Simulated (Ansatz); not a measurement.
`C[Si](C)(C)C#Cc1cnc(-c2cnc(-c3cnc(-c4cnc(C#C[Si](C)(C)C)s4)s3)s2)s1`. Total charge 0; singlet. Geometry r2SCAN-D4/def2-SVP; atoms count from 1.

Cartesian coordinates in Å:
```
C 9.522 -3.709 -5.176
Si 8.912 -2.055 -5.823
C 10.179 -0.707 -5.495
C 8.522 -2.159 -7.658
C 7.356 -1.629 -4.923
C 6.323 -1.351 -4.314
C 5.148 -1.039 -3.614
C 4.711 -1.507 -2.377
N 3.527 -1.034 -1.937
C 2.993 -0.188 -2.795
C 1.735 0.476 -2.595
C 1.060 1.383 -3.407
N -0.120 1.840 -2.944
C -0.408 1.314 -1.767
C -1.612 1.633 -1.049
C -2.613 2.507 -1.468
N -3.660 2.660 -0.635
C -3.528 1.927 0.452
C -4.503 1.900 1.510
C -5.694 2.625 1.539
N -6.471 2.457 2.626
C -5.933 1.607 3.480
C -6.485 1.211 4.711
C -6.962 0.860 5.789
Si -7.743 0.382 7.397
C -9.601 0.337 7.136
C -7.281 1.676 8.676
C -7.091 -1.307 7.891
S -4.375 0.953 2.954
S -2.047 0.974 0.499
S 0.799 0.196 -1.156
S 3.955 0.078 -4.239
H 10.455 -4.004 -5.684
H 8.777 -4.503 -5.346
H 9.726 -3.663 -4.094
H 9.820 0.273 -5.848
H 10.398 -0.618 -4.419
H 11.124 -0.930 -6.017
H 8.137 -1.200 -8.040
H 7.765 -2.933 -7.863
H 9.429 -2.412 -8.231
H 5.281 -2.221 -1.778
H 1.436 1.728 -4.374
H -2.562 3.044 -2.417
H -5.992 3.297 0.732
H -9.879 -0.403 6.369
H -10.117 0.066 8.073
H -9.981 1.318 6.811
H -7.736 1.434 9.651
H -7.633 2.676 8.377
H -6.189 1.730 8.816
H -7.536 -1.627 8.848
H -7.336 -2.069 7.133
H -5.996 -1.294 8.016
```

Single mean-field runs in def2-SVP are fitted with def2-universal-jkfit.

(1) Estimate the Mulliken populations of the heavy atoms from the PBE0/def2-SVP orbitals of Ansatz.

(2) And the Mayer bond orders between heavy atoms (over 0.3)?

## Answers

(1) 
```csv
atom,charge (e)
C1,-0.32
Si2,0.52
C3,-0.31
C4,-0.32
C5,-0.40
C6,0.16
C7,-0.19
C8,0.13
N9,-0.17
C10,-0.05
C11,-0.12
C12,0.09
N13,-0.17
C14,-0.05
C15,-0.12
C16,0.12
N17,-0.15
C18,-0.05
C19,-0.11
C20,0.11
N21,-0.13
C22,-0.11
C23,0.23
C24,-0.40
Si25,0.52
C26,-0.32
C27,-0.32
C28,-0.32
S29,0.16
S30,0.15
S31,0.20
S32,0.16
```
Mulliken values depend strongly on the basis.

(2) C1–Si2 1.03 (1.88 Å); Si2–C3 1.03 (1.88 Å); Si2–C4 1.03 (1.88 Å); Si2–C5 0.84 (1.85 Å); C5–C6 2.72 (1.23 Å); C6–C7 1.06 (1.40 Å); C7–C8 1.46 (1.39 Å); C7–S32 1.10 (1.75 Å); C8–N9 1.37 (1.35 Å); N9–C10 1.65 (1.32 Å); C10–C11 1.15 (1.44 Å); C10–S32 1.11 (1.76 Å); C11–C12 1.46 (1.39 Å); C11–S31 1.13 (1.74 Å); C12–N13 1.40 (1.35 Å); N13–C14 1.64 (1.32 Å); C14–C15 1.13 (1.44 Å); C14–S31 1.12 (1.76 Å); C15–C16 1.46 (1.39 Å); C15–S30 1.13 (1.74 Å); C16–N17 1.38 (1.35 Å); N17–C18 1.66 (1.32 Å); C18–C19 1.13 (1.44 Å); C18–S30 1.11 (1.76 Å); C19–C20 1.45 (1.39 Å); C19–S29 1.14 (1.73 Å); C20–N21 1.38 (1.35 Å); N21–C22 1.62 (1.32 Å); C22–C23 0.99 (1.41 Å); C22–S29 1.09 (1.77 Å); C23–C24 2.72 (1.23 Å); C24–Si25 0.82 (1.85 Å); Si25–C26 1.03 (1.88 Å); Si25–C27 1.03 (1.88 Å); Si25–C28 1.03 (1.88 Å).
